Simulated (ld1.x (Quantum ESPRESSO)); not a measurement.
Which change was made? (I, TM)

| Property | Result |
| --- | --- |
| Element | I |
| Generator | ld1.x (Quantum ESPRESSO) 7.5 |
| Type | norm-conserving Troullier–Martins (Kleinman–Bylander form) |
| Functional | PBEsol |
| Relativity | scalar-relativistic |
| Frozen core | [Kr] |
| Valence charge | 17 |
| Reference configuration | 4d10 5s1.75 5p5.25 |
| Partial waves | 5p (bound): rc 1.60 bohr; 4d (bound): rc 0.80 bohr; 5s (bound): rc 1.65 bohr |
| Local potential | the s channel |
| Core correction | Bessel-smoothed model core inside 0.70 bohr |

Cutoffs, loose and tight: the cutoffs (Ry, on a coarse ladder) from which the occupation-weighted sum of valence levels, in a spherical-Bessel basis at the reference potential, stays within 10 and 1 mRy of its value at 400 Ry. They do not see the model core or the augmentation charge, which bear on the density cutoff. Test errors are all-electron minus pseudo excitation energies from the reference, over the configurations 4d10 5s2 5p5; 4d10 5s2 5p4; 4d10 5s2 5p3; 4d10 5s2 5p4.5; 4d10 5s2 5p2; 4d9 5s2 5p5; 4d10 5s2 5p1; variants that change the core or the reference have their own tests. The largest error is taken over the tests solved by every variant that gives reliable tests at all, those not shown here included: 4d10 5s2 5p1; 4d10 5s2 5p2; 4d10 5s2 5p3; 4d10 5s2 5p4; 4d10 5s2 5p4.5; 4d10 5s2 5p5.

The base gives: outcome: generated; cutoff, loose: 230 Ry; cutoff, tight: over 300 Ry; bound ghosts: none; largest test error (meV): +19.

Question: After one change the result is: outcome: generated; cutoff, loose: 230 Ry; cutoff, tight: over 300 Ry; bound ghosts: p, s (extra level of the local part); largest test error (meV): -41. Which change was it?
A. wave 5s (bound): rc 1.65 bohr becomes 5s (bound): rc 2.46 bohr
B. wave 5s (bound): rc 1.65 bohr becomes 5s (bound): rc 1.12 bohr
C. wave 5s (bound): rc 1.65 bohr becomes 5s (bound): rc 1.38 bohr

Answer: B. The others give: wave 5s (bound): rc 1.65 bohr becomes 5s (bound): rc 1.38 bohr → outcome: generated; cutoff, loose: 230 Ry; cutoff, tight: over 300 Ry; bound ghosts: none; largest test error (meV): +29 | wave 5s (bound): rc 1.65 bohr becomes 5s (bound): rc 2.46 bohr → outcome: generated; cutoff, loose: 230 Ry; cutoff, tight: over 300 Ry; bound ghosts: none; largest test error (meV): +136.
